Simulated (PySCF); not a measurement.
C4H12NSSi (doublet state).
Z-matrix (Å and degrees, GFN2-xTB geometry), rows numbered from 1:
```
C 
Si  1  1.8986
C   2  1.9022  1  110.19
C   2  1.9301  1  108.66  3  -118.84
C   4  1.4802  2  109.90  1    62.84
N   5  1.3821  4  118.58  2   -91.63
S   5  1.7686  4  119.96  2   112.49
H   1  1.0862  2  110.89  3    60.48
H   1  1.0858  2  111.47  3  -179.72
H   1  1.0857  2  111.25  3   -59.66
H   2  1.4743  1  110.87  3   122.56
H   3  1.0856  2  111.09  1    61.81
H   3  1.0869  2  111.00  1   -57.66
H   3  1.0863  2  111.82  1  -178.18
H   4  1.0882  2  109.36  1  -176.14
H   4  1.0935  2  109.16  1   -58.61
H   6  1.0156  5  116.72  4   -35.93
H   6  1.0096  5  114.19  4  -170.23
H   7  1.3381  5   96.44  4   -63.04
```

The hyperfine couplings belong to this conformer and change with its torsions.

Identity: `C([SiH](C)C)[C](N)S` [radical].

The calculation used PySCF, UKS B3LYP, pcH-1 on C H N S Si, non-relativistic, mean-field spin-orbit, GIAO. One conformer (not necessarily the lowest) at the GFN2-xTB geometry, without solvent, vibrations or thermal averaging. Couplings are sensitive to structure, and on GFN2-xTB geometries they can be far from those on DFT ones. Stability of the SCF solution: not tested.

Q: Where do the isotropic ENDOR lines of N6, H19, H15/H16, H17/H18 and H11 fall at 1212.8 mT, to first order?

A: ν± = |νn ± a/2|, one line for each electron-spin manifold; νn = |g_N| × 7.62259 MHz/T × B.

| nuclei | isotope | g_N | νn (MHz) | a_iso (MHz) | lower line (MHz) | upper line (MHz) |
| --- | --- | --- | --- | --- | --- | --- |
| N6 | 14N | 0.4038 | 3.73 | 26.06 | 9.30 | 16.76 |
| H19 | 1H | 5.5857 | 51.64 | 55.48 | 23.90 | 79.38 |
| H15/H16 | 1H | 5.5857 | 51.64 | 37.61 | 32.83 | 70.44 |
| H17/H18 | 1H | 5.5857 | 51.64 | 26.87 | 38.20 | 65.07 |
| H11 | 1H | 5.5857 | 51.64 | 12.26 | 45.51 | 57.77 |

Q: Which pairs are centred on the nuclear Larmor frequency, and which on half the coupling?

A: Centred on νn, since |a| < 2νn: H19, H15/H16, H17/H18 and H11. Centred on |a|/2 and split by 2νn: N6.

Q: At what field would the lower line of H11 fall to zero frequency?

A: Where νn = |a|/2, that is B = 6.13 MHz/(5.5857 × 7.62259 MHz/T) = 144 mT, as far as first order holds there.

Class means assume fast exchange of nuclei equivalent by connectivity; if that motion is slow, each nucleus keeps its own coupling. The 1H value of +26.9 MHz is a mean of couplings from -10.3 to 64.1 MHz in this one geometry, not an average over conformers. The 1H value of +37.6 MHz is a mean of couplings from 13.6 to 61.6 MHz in this one geometry, not an average over conformers.

On an Arm Neoverse V2 with one thread, shared host, this took 1.8 min of wall time (grids of density and orbitals included) and 1.1 GiB of memory at its peak.
